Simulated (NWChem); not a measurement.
GaH2, doublet; SMILES [GaH2]

Program: NWChem. Spin-unrestricted. In the optimisation the excess spin sits in a1 (C2v, its own frame). The geometry was optimised at PBE0/def2-SVP, spin-unrestricted. This spin state was assumed; another may lie lower. No stability test was run on the SCF state. B3LYP is NWChem's, with the RPA form of VWN correlation. Vertical excitations in the gas phase; the lowest state need not have the same character in each row. Excited states of an open shell can be spin-contaminated.

```json
[
 {"level": "PBE/def2-SVPD, TDA", "lowest excitation (eV)": "1.78", "oscillator strength of that lowest state": "0.010", "lowest state with f > 0.02 (eV)": "4.42", "lowest empty minus highest occupied level, either spin (eV)": "1.31"},
 {"level": "B3LYP/def2-SVPD, TDA", "lowest excitation (eV)": "1.83", "oscillator strength of that lowest state": "0.011", "lowest state with f > 0.02 (eV)": "4.58", "lowest empty minus highest occupied level, either spin (eV)": "2.55"},
 {"level": "PBE0/def2-SVPD, TDA", "lowest excitation (eV)": "1.85", "oscillator strength of that lowest state": "0.012", "lowest state with f > 0.02 (eV)": "?", "lowest empty minus highest occupied level, either spin (eV)": "?"},
 {"level": "LRC-wPBEh/def2-SVPD, TDA", "lowest excitation (eV)": "1.84", "oscillator strength of that lowest state": "0.012", "lowest state with f > 0.02 (eV)": "4.83", "lowest empty minus highest occupied level, either spin (eV)": "6.74"}
]
```

### Question
What belongs in the gaps?

### Answer

- PBE0/def2-SVPD, TDA, lowest state with f > 0.02 (eV): 4.72
- PBE0/def2-SVPD, TDA, lowest empty minus highest occupied level, either spin (eV): 3.23
